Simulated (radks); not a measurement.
Results of a calculation; reference values are marked as such.
Valence configurations of the chlorine ion Cl3+ (all share [Ne]). Level of theory: Dirac Kohn-Sham, BLYP, spin-unpolarised, spherical densities, finite nucleus; open shells are shared between the two j in proportion to 2j + 1; Fermi nuclear charge, rms radius 3.3654 fm (a radial shooting solver on a logarithmic mesh with Libxc functionals). Order these by energy: 3s1.5 3p2.5; 3s0.5 3p3.5; 3s2 3p2; 3s1 3p3; 3p4.

Answer. From the lowest, in eV above it: 3s2 3p2 0.000; 3s1.5 3p2.5 6.870; 3s1 3p3 13.751; 3s0.5 3p3.5 20.644; 3p4 27.548. NIST lists [Ne] 3s2 3p2 as the ground configuration; this level of theory agrees among the configurations tried. The energies are those of spherical spin-averaged densities, not of single terms.
